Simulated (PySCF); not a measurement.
**Electron correlation in O⁻ (oxygen, charge -1)**

[He] 2s2 2p5, 2P determinant. Calculation: PySCF 2.14, in dyall-av3z; no relativity, point nucleus. Frozen: 1s2; 7 electrons correlated; the 14 highest virtual orbitals of each spin left out.

```tsv
level	correlation energy (mhartree)
CCSD	-231.53
(T)	-9.24
CCSD(T)	-240.77
```

Diagnostics: T1 = 0.024, D1 = 0.0484, largest double amplitude 0.040.

Cost of the coupled-cluster step: about 11 core-seconds, for 7 correlated electrons.
